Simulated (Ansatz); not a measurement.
Relaxation of H₄OS₂Sn (8 atoms, charge 0, multiplicity 1), to a largest force component of 0.02 eV/Å in at most 50 steps.

Level of theory: UKS PBE-D4/def2-SVP in Ansatz.

```xyz
8
Properties=species:S:1:pos:R:3:forces:R:3
O -0.721 1.526 -1.459 -2.41 1.05 -3.88
Sn -0.068 0.396 -0.039 1.37 -1.06 7.20
S 2.216 -0.126 -0.505 2.07 -1.21 0.12
S -1.275 -1.634 0.032 -1.05 -2.33 -0.13
H -1.728 1.670 -1.272 1.58 1.12 -1.00
H 0.095 1.955 -1.821 -1.09 1.38 -0.78
H 2.354 -0.966 0.639 -0.31 0.76 -1.11
H -0.498 -2.158 1.048 -0.16 0.29 -0.42
```

**Question.** Where does it end, and by what steps?

**Answer.** It converged. The force dipped under the threshold on the way, but the program's further checks kept it going. After 24 steps the energy has fallen by 3.520 eV; H8 moved furthest, 1.26 Å.

```csv
step,energy less start (eV),largest force component (eV/Å),accepted
0,0.0000,7.205,yes
1,-1.7145,3.510,yes
2,-2.5580,1.368,yes
3,-2.7635,0.742,yes
4,-2.8941,1.027,yes
5,-2.9787,0.231,yes
6,-3.0142,1.242,yes
7,-3.1350,1.099,yes
8,-3.2586,0.703,yes
9,-3.3468,0.664,yes
10,-3.4124,0.337,yes
11,-3.4553,0.282,yes
12,-3.4816,0.079,yes
13,-3.4828,0.192,yes
14,-3.4837,0.412,yes
15,-3.4975,0.152,yes
16,-3.5023,0.328,yes
17,-3.5102,0.146,yes
18,-3.5154,0.048,yes
19,-3.5163,0.068,yes
20,-3.5192,0.035,yes
21,-3.5191,0.091,no
22,-3.5196,0.015,yes
23,-3.5197,0.031,yes
24,-3.5198,0.012,yes
```

```xyz
8
Properties=species:S:1:pos:R:3
O -0.786 1.086 -1.497
Sn -0.487 0.714 0.959
S 1.874 0.490 -0.067
S -1.137 -1.697 0.816
H -0.877 2.035 -1.719
H 0.197 0.911 -1.564
H 1.846 -0.871 -0.130
H -0.256 -2.004 -0.177
```

Whether the end is a true minimum wasn't checked by a vibrational analysis.

Time of the run: 24 s on 2 threads of AMD EPYC 9R45 96-Core Processor (Zen 5), on a shared host, peak memory 0.19 GiB.
